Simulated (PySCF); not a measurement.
**Spinor energies of Pb(2+) (lead, charge +2)**

Start: [Xe] 4f14 5d10 6s2. Calculated with PySCF 2.14 in x2c-TZVPall-2c: generalised Hartree-Fock with the X2C-1e Hamiltonian and a Gaussian nucleus; spin-orbit coupling (SO) screened by Boettger's factors. This is a chosen level, not necessarily the ground level.

```csv
spinor shell,electrons,"ε, screened SO (eV)",weight of nominal j (screened SO),"rms radius, screened SO (bohr)"
1s1/2,2,-88487.8,1.000,0.0181
2s1/2,2,-15995.4,1.000,0.0730
2p1/2,2,-15337.6,1.000,0.0617
2p3/2,4,-13143.1,1.000,0.0700
3s1/2,2,-3924.7,1.000,0.186
3p1/2,2,-3628.7,1.000,0.178
3p3/2,4,-3132.2,1.000,0.195
3d3/2,4,-2651.2,1.000,0.170
3d5/2,6,-2545.9,1.000,0.175
4s1/2,2,-940.75,1.000,0.408
4p1/2,2,-811.48,1.000,0.412
4p3/2,4,-688.25,1.000,0.446
4d3/2,4,-477.54,1.000,0.455
4d5/2,6,-453.89,1.000,0.466
5s1/2,2,-183.84,1.000,0.915
4f5/2,6,-178.33,1.000,0.493
4f7/2,8,-173.35,1.000,0.495
5p1/2,2,-137.47,1.000,0.985
5p3/2,4,-114.49,1.000,1.07
5d3/2,4,-47.797,1.000,1.35
6s1/2,2,-30.198,1.000,2.37
```

Task: Where does 5d5/2 lie, and what is the 5d spin-orbit splitting (screened SO)?

Result: At -44.899 eV, 2.898 eV above 5d3/2.

```tsv
quantity	screened SO
E (hartree)	-20902.74837
M_J	0
⟨J²⟩	0.000
⟨L²⟩	0.199
⟨S²⟩	0.199
```

Breit and QED terms are absent; they matter most for the inner s and p1/2 levels.

Densities and radii are taken from the X2C orbitals without a picture-change correction, which distorts them close to the nucleus.
